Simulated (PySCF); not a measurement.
## Calculated data, CH₄AlO

All values are calculated (PySCF 2.14.0). Calculation on a computer-drawn molecule: optimised geometry and harmonic frequencies of an isolated molecule of the commonest isotopes, restricted reference for singlets and unrestricted otherwise, frozen core in MP2.

```yaml
- formula: CH4AlO
  start_structure:
    atoms_angstrom:
      - [C, 0.7426, 0.1469, 0.688]
      - [Al, 0.5244, -1.8224, 0.6847]
      - [O, 0.3053, -3.3894, 0.7725]
      - [H, 1.7562, 0.3659, 0.465]
      - [H, 0.0624, 0.583, -0.1074]
      - [H, 0.464, 0.5094, 1.6036]
      - [H, 0.2203, -4.2706, 0.7955]
  given:
    charge: 1
    multiplicity: 1
    method: HF
    basis: "cc-pV(D+d)Z"
    drawn_bonds_atom: [1, 2, 1, 1, 1, 3]
    drawn_bonds_other_atom: [2, 3, 4, 5, 6, 7]
    drawn_bonds_order: [1, 1, 1, 1, 1, 1]
  results:
    optimised_atom_element: [C, Al, O, H, H, H, H]
    "optimised_atom_x [angstrom]": [0.7272, 0.5061, 0.3224, 1.769, 0.08078, 0.4556, 0.2138]
    "optimised_atom_y [angstrom]": [0.1259, -1.782, -3.368, 0.3621, 0.5437, 0.5447, -4.304]
    "optimised_atom_z [angstrom]": [0.6685, 0.7169, 0.7572, 0.4445, -0.1061, 1.64, 0.7812]
    "modes_frequency [cm^-1]": [164.1, 164.1, 353.3, 353.3, 595.9, 791.0, 791.1, 1122, 1327, 1519, 1519, 3178, 3289, 3290, 4232]
    "modes_reduced_mass [dalton]": [4.857, 4.857, 1.129, 1.129, 4.966, 1.23, 1.23, 11.15, 1.181, 1.051, 1.051, 1.03, 1.104, 1.104, 1.073]
    "rotational_constants [GHz]": [157.3, 4.642, 4.642]
    "total_energy [hartree]": -356.7876
    "convergence_status_largest_gradient_component [hartree/bohr]": 1.515e-05
```
